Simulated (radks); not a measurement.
The numbers below are computed, except where a source is named.
Question: Excited configurations of Tm+: one electron is placed in a higher orbital outside [Xe] 4f13. The ground configuration is [Xe] 4f13 6s1. Code: a radial shooting solver on a logarithmic mesh with Libxc functionals. Model: Dirac Kohn-Sham, PBE, spin-unpolarised, spherical densities, point nucleus; open shells fill j = l - 1/2 first. Excitation = E - E(ground); binding = E(ion) - E, where the ion is the core of charge +2; n* = 2/sqrt(2 binding) in atomic units, and the quantum defect is n - n*.

| outer orbital | excitation (eV) | binding (eV) | n* | quantum defect | eigenvalue (eV) | <r> (bohr) |
|---|---|---|---|---|---|---|
| 5d3/2 | 2.587 | 9.513 | 2.392 | 2.608 | -5.753 | 2.939 |
| 6p1/2 | 3.379 | 8.721 | 2.498 | 3.502 | -6.470 | 4.457 |
| 6f5/2 | 9.749 | 2.351 | 4.811 | 1.189 | -1.789 | 14.91 |
| 7s1/2 | 6.411 | 5.690 | 3.093 | 3.907 | -4.500 | 7.464 |
| 7d3/2 | 9.184 | 2.916 | 4.320 | 2.680 | -2.275 | 13.11 |

Estimate the row for 5f5/2.

Answer: excitation (eV) 8.608; binding (eV) 3.492; n* 3.948; quantum defect 1.052; eigenvalue (eV) -2.486; <r> (bohr) 8.735. The Delta-SCF ionisation energy is 12.100 eV (NIST Atomic Spectra Database: 12.07 eV, semi-empirical). Self-interaction in the functional shifts the binding energies and quantum defects, so they are the method's values and not measured ones. Spin polarisation and multiplet splitting are left out, so open shells lie too high by an amount that depends on their filling.

Beside tabulated values, note that spin-unpolarised runs miss the spin-polarisation part of the exchange energy of open shells.
